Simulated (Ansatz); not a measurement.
`C[O][GeH]([F])[AlH2]` + H₂ → `[F][GeH2][AlH2]` + CH₃OH at 700 K and 1 bar (hydrogenolysis of a Ge–O bond).

Isolated molecules relaxed with PBE0-D4/def2-TZVP in Ansatz; ΔE leaves out vibrations. CCSD(T)/CBS adds triple-zeta CCSD(T) − MP2 to the extrapolated MP2 energy (def2 sets, frozen cores). This one scheme is used for every species. For Ge outer-core shells are correlated without core-valence functions, which leaves a few kJ/mol of doubt a bond. Scalar relativity is left out up to krypton. One conformer a species, not always the lowest.

```
               species  CCSD(T)/CBS energy (Eh)  H − E (kJ/mol)  S (J/(mol·K))
`C[O][GeH]([F])[AlH2]`              -2534.78615           263.5          537.4
                    H₂                 -1.17544            46.8          155.3
     `[F][GeH2][AlH2]`              -2420.33314           144.2          421.5
                 CH₃OH               -115.61712           170.8          288.5
```

H − E and S are ideal-gas, rigid-rotor, harmonic terms from PBE0-D4/def2-TZVP, for one conformer and one mirror image of each species. The MP2-based limit puts H₂ 0.8 mEh under its directly extrapolated value; such offsets cancel only in part. 1 Eh = 2625.50 kJ/mol, R = 8.31446 J/(mol·K).

Problem. By hand: ΔE, ΔH, ΔS and ΔG.

Solution. ΔE = (-2420.33314) + (-115.61712) − (-2534.78615) − (-1.17544) = 0.01133 Eh = 29.7 kJ/mol. Δ(H − E) = 144.2 + 170.8 − 263.5 − 46.8 = 4.7, so ΔH = 34.4 kJ/mol. ΔS = 421.5 + 288.5 − 537.4 − 155.3 = 17.3 J/(mol·K). ΔG = 34.4 − 700 × (17.3)/1000 = 22.3 kJ/mol.

Problem. By hand: the equilibrium constant, and the temperature at which ΔG would vanish if ΔH and ΔS stayed fixed.

Solution. log₁₀ K = −ΔG/(RT ln 10) = -1.7. ΔG = 0 at ΔH/ΔS = 1988 K, though so small a ΔS makes that figure unsure.

TΔS isn't small against ΔH here. A doubt of 5 kJ/mol in ΔE shifts log₁₀ K by 0.4 here. Other conformers and mirror images would add mixing entropy, several J/(mol·K) or more a flexible species. Modes under 60 cm⁻¹, often nearly free rotors, make the harmonic entropy too high. These are equilibria of isolated gas molecules and say nothing of rates. Largest T1 diagnostic: 0.012 (customary marks: 0.02 for closed shells, 0.045 for open ones).
